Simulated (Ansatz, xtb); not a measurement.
Ranking isomers of C5H6OSe

6 gas-phase structures of C5H6OSe, from a drawn sample of its isomers (lower ones may exist). Each was relaxed with GFN2-xTB:

A. `Cc1ccc(O)[se]1`, a singlet
B. `Cc1c[se]c(O)c1`, a singlet
C. `Cc1cc[se]c1O`, a singlet
D. `Cc1[se]ccc1O`, a singlet
E. `Cc1cc(O)c[se]1`, a singlet
F. `Cc1c[se]cc1O`, a singlet

Question: Which do you expect lowest at r2SCAN-D4/def2-SVP, and how would the others follow?

Answer: Calculated order at r2SCAN-D4/def2-SVP: F (0.0), D (0.6), E (2.0), B (8.9), A (11.4), C (12.1) kJ/mol. Less than 1 kcal/mol parts F and D; D and E; B and A; A and C, so the order within those pairs means little.

Energies above the lowest of each column, in kJ/mol; the last columns are at PBE-D3(BJ)/def2-SVP geometries:

| structure | GFN2-xTB | HF/STO-3G | r2SCAN-D4/def2-SVP | PBE-D3(BJ)/def2-SVP | CCSD(T)/def2-SVP + ΔMP2/def2-TZVPP |
| --- | --- | --- | --- | --- | --- |
| F | 0.0 | 8.7 | 0.0 | 0.0 | 0.0 |
| D | 8.6 | 9.5 | 0.6 | 0.4 | 1.8 |
| E | 7.2 | 5.6 | 2.0 | 2.2 | 2.8 |
| B | 3.3 | 0.0 | 8.9 | 7.6 | 11.0 |
| A | 14.2 | 9.3 | 11.4 | 9.9 | 15.0 |
| C | 8.2 | 6.2 | 12.1 | 9.3 | 13.9 |

CCSD(T)/def2-SVP + ΔMP2/def2-TZVPP puts F lowest, with D and E within 1 kcal/mol; HF/STO-3G picks B. CCSD(T)/def2-SVP + ΔMP2/def2-TZVPP orders those it was run on as F (0.0), D (1.8), E (2.8), B (11.0), C (13.9), A (15.0) kJ/mol. Less than 1 kcal/mol parts F and D; D and E; B and C; C and A, so the order within those pairs means little. Flexible structures stand in one conformer each, not always the lowest. ΔMP2 is the change of the MP2 energy from the smaller to the larger basis.

Over these structures GFN2-xTB departs from r2SCAN-D4/def2-SVP by 4.2 kJ/mol on average once a common shift is removed. A GFN2-xTB relaxation took about 0.096 s and the r2SCAN-D4/def2-SVP energy about 4.2 s on a shared host (Ansatz 0.2.0, xtb 6.7.1).
